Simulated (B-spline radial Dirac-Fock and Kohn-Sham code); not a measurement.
## Magnetic form factor of the 4f shell of Er⁺

System: Er⁺, configuration [Xe] 4f12 6s1.

Input of the calculation (task.json; shells as n, l, electrons):

```json
{"items": [{
  "Z": 68,
  "q": 1,
  "cfg": [[1, 0, 2], [2, 0, 2], [2, 1, 6], [3, 0, 2], [3, 1, 6], [3, 2, 10], [4, 0, 2], [4, 1, 6], [4, 2, 10], [4, 3, 12], [5, 0, 2], [5, 1, 6], [6, 0, 1]],
  "A": 166,
  "rrms": 5.2516,
  "do": ["scatter"],
  "s": [0.0, 0.06, 0.07, 0.09, 0.11, 0.14, 0.17, 0.21, 0.27, 0.33, 0.42, 0.52, 0.65, 0.8, 1.0, 1.25, 1.56, 1.94, 2.42, 3.02, 3.77, 4.7, 5.86],
  "pz": [0, 0.1, 0.14, 0.2, 0.29, 0.42, 0.59, 0.85, 1.2, 1.7, 2.5, 3.5, 5.1, 7.2, 10.0, 15.0, 21.0, 30.0, 43.0, 61.0, 88.0],
  "hv_scatter": [2000, 8047.8, 10000, 30000, 100000, 200000, 500000, 1000000]
}]}
```

Launch: `python xray_run.py task.json out`

The computed values come from an atomic code on a B-spline grid: Dirac-Fock densities. ⟨j_K⟩ is the integral of the 4f radial density with the spherical Bessel function j_K(4πsr), s = sin θ/λ.

```tsv
s (Å⁻¹)	⟨j0⟩	⟨j2⟩	⟨j4⟩	⟨j6⟩
0	1.0000	0.0000	0.0000	0.0000
0.06	0.9784	0.0086	0.0001	0.0000
0.07	0.9708	0.0115	0.0001	0.0000
0.09	0.9525	0.0186	0.0003	0.0000
0.11	0.9305	0.0270	0.0005	0.0000
0.14	0.8915	0.0415	0.0013	0.0000
0.17	0.8469	0.0576	0.0026	0.0001
0.21	0.7813	0.0799	0.0052	0.0004
0.27	0.6768	0.1122	0.0111	0.0011
0.33	0.5729	0.1402	0.0190	0.0026
0.42	0.4299	0.1704	0.0331	0.0061
0.52	0.2979	0.1872	0.0494	0.0118
0.65	0.1709	0.1876	0.0679	0.0207
0.8	0.0771	0.1693	0.0824	0.0313
1	0.0123	0.1323	0.0900	0.0432
1.25	-0.0158	0.0870	0.0853	0.0521
1.56	-0.0186	0.0461	0.0690	0.0541
```

Radial moments of the shell: ⟨r²⟩ = 0.8303, ⟨r⁴⟩ = 2.065, ⟨r⁶⟩ = 12.92 in powers of bohr.
